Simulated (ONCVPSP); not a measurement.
# Logarithmic derivatives: lithium, ONCV

Li, optimised norm-conserving Vanderbilt (ONCV), made with ONCVPSP 4.0.1 (PBE, scalar-relativistic). Core none, reference 1s2 2p1. Waves: 1s: rc 0.70 bohr, ncon 5, nbas 9, qcut 14.2 1/bohr, 1 projector; 2p: rc 4.00 bohr, ncon 4, nbas 7, qcut 2.1 1/bohr, 2 projectors, debl 1.3 Ha. Local part: polynomial inside 0.50 bohr (lpopt 5, dvloc0 1 Ha). Core correction: none.

The phase is arctan(r·R′/R) of the radial function R(r), unwrapped; energies in Ha, scanned from -3 to 5 Ha. A pole is an energy at which the radial function vanishes at the test radius. The pseudo phase is shifted by a multiple of π to meet the all-electron one at the reference energy, and phase errors are pseudo minus all-electron; the curves can meet again beyond the range given. Levels narrower than the energy grid can be missing from the lists of poles.

For each channel, where are the poles, and over which energies does the pseudopotential scatter like the atom?

| channel | radius (bohr) | reference energy (Ha) | poles, all-electron | poles, pseudo | unbroken range about the reference energy with phases within 0.05 rad | phase error 1 Ha above the reference energy (rad) |
| --- | --- | --- | --- | --- | --- | --- |
| s | 0.71 | -1.96 | 1.15 | 1.18 | the whole range | +0.001 |
| p | 4.07 | -0.06 | 0.16, 1.14, 2.78 | 0.17, 1.14, 3.82 | below 0.3 | +0.007 |

Phases in the s channel:

```tsv
E (Ha)	all-electron	pseudo
-2.98	-0.716	-0.715
-2.76	-0.806	-0.805
-2.54	-0.888	-0.888
-2.32	-0.963	-0.963
-2.10	-1.031	-1.031
-1.88	-1.093	-1.093
-1.66	-1.149	-1.149
-1.44	-1.199	-1.199
-1.22	-1.246	-1.245
-1.00	-1.288	-1.287
-0.78	-1.326	-1.326
-0.56	-1.362	-1.361
-0.34	-1.395	-1.394
-0.12	-1.426	-1.424
0.10	-1.454	-1.453
0.32	-1.481	-1.479
0.54	-1.507	-1.504
0.76	-1.531	-1.528
0.98	-1.554	-1.551
1.20	-1.576	-1.572
1.42	-1.597	-1.593
1.64	-1.617	-1.613
1.86	-1.637	-1.633
2.08	-1.657	-1.651
2.30	-1.676	-1.670
2.52	-1.695	-1.688
2.74	-1.714	-1.706
2.96	-1.732	-1.724
3.18	-1.751	-1.742
3.40	-1.770	-1.760
3.62	-1.789	-1.778
3.84	-1.808	-1.796
4.06	-1.828	-1.814
4.28	-1.848	-1.833
4.50	-1.869	-1.852
4.72	-1.890	-1.871
4.94	-1.912	-1.892
```
